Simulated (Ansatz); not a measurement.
Cost and result for the atomization energy of C2H5AlOS2 (11 atoms, 11 bonds).

| atom | x (Å) | y (Å) | z (Å) |
| --- | --- | --- | --- |
| C1 | 0.010 | -1.966 | 0.692 |
| Al2 | 0.641 | -0.589 | -0.529 |
| O3 | 0.504 | 1.151 | 0.229 |
| C4 | -0.435 | 1.583 | -0.503 |
| S5 | -1.097 | 0.557 | -1.685 |
| S6 | -1.041 | 3.198 | -0.312 |
| H7 | -0.897 | -1.662 | 1.221 |
| H8 | 0.771 | -2.206 | 1.442 |
| H9 | -0.214 | -2.893 | 0.157 |
| H10 | 1.958 | -0.684 | -1.403 |
| H11 | -0.200 | 3.512 | 0.690 |

Charge 0, multiplicity 1. The bonds changed during the relaxation, so this is another structure than the one it started from. All single points use the PBE0-D4/def2-TZVP geometry. It is one conformer, not always the lowest. Program: Ansatz. All runs use 4 threads of a server CPU on a shared host. Times are those of one run each, without the atoms' runs, and a repeat can differ threefold. Electronic energies, without spin–orbit coupling; frozen cores. CCSD(T)/CBS adds CCSD(T) − MP2 in def2-TZVPP to the MP2 limit, and its time is that of the two runs behind it. T1 = 0.016.

CCSD(T)/CBS is a level of theory with its own doubt, some kJ/mol a heavy atom from the limit and from the frozen cores, so smaller differences don't rank the functionals.

```
                             level  functions  wall time
                BLYP-D4/def2-TZVPP        289      1.6 s
              revPBE-D4/def2-TZVPP        289      1.7 s
               BHLYP-D4/def2-TZVPP        289      2.9 s
           CAM-B3LYP-D4/def2-TZVPP        289      3.2 s
r2SCAN-D4/def2-TZVPP (with forces)        289      3.5 s
                  CCSD(T)/def2-SVP        121        4 s
             r2SCANh-D4/def2-TZVPP        289      4.2 s
               PBE-QIDH/def2-TZVPP        289      4.6 s
                 B2PLYP/def2-TZVPP        289      4.7 s
                 B97M-V/def2-TZVPP        289      5.5 s
                    MP2/def2-QZVPP        531       18 s
                CCSD(T)/def2-TZVPP        289       67 s
                 CCSD(T)/CBS(def2)          –       85 s
```

Problem. What atomization energy does each give, and how far from CCSD(T)/CBS? (Estimate.)

Solution. Ansatz gave: 
```
                             level  atomization (kJ/mol)  difference from CCSD(T)/CBS  per bond
                BLYP-D4/def2-TZVPP                4036.6                         -2.3      -0.2
              revPBE-D4/def2-TZVPP                4051.3                         12.4       1.1
               BHLYP-D4/def2-TZVPP                3880.9                       -158.0     -14.4
           CAM-B3LYP-D4/def2-TZVPP                4031.7                         -7.2      -0.7
r2SCAN-D4/def2-TZVPP (with forces)                4088.0                         49.1       4.5
                  CCSD(T)/def2-SVP                3788.1                       -250.8     -22.8
             r2SCANh-D4/def2-TZVPP                4050.5                         11.6       1.1
               PBE-QIDH/def2-TZVPP                4019.3                        -19.6      -1.8
                 B2PLYP/def2-TZVPP                3982.6                        -56.3      -5.1
                 B97M-V/def2-TZVPP                4096.9                         58.0       5.3
                    MP2/def2-QZVPP                4090.8                         51.9       4.7
                CCSD(T)/def2-TZVPP                3918.6                       -120.3     -10.9
                 CCSD(T)/CBS(def2)                4038.9                          0.0       0.0
```

From r2SCAN to r2SCAN0 (25 % exact exchange), in def2-TZVPP and without D4, the atomization energy moves by −92.8 kJ/mol: exact exchange takes away binding that semilocal exchange gives to molecules. In def2-TZVPP, CCSD(T) changes the Hartree–Fock value by +1083.6 kJ/mol (the triples alone add +86.9 kJ/mol) and MP2 by +1184.9 kJ/mol; breaking electron pairs costs correlation energy, which Hartree–Fock lacks. At CCSD(T), def2-SVP lies −250.8 kJ/mol from the extrapolated value and def2-TZVPP −120.3 kJ/mol: correlation converges slowly with the basis, and small sets miss more of it in the bonded molecule than in its fragments.
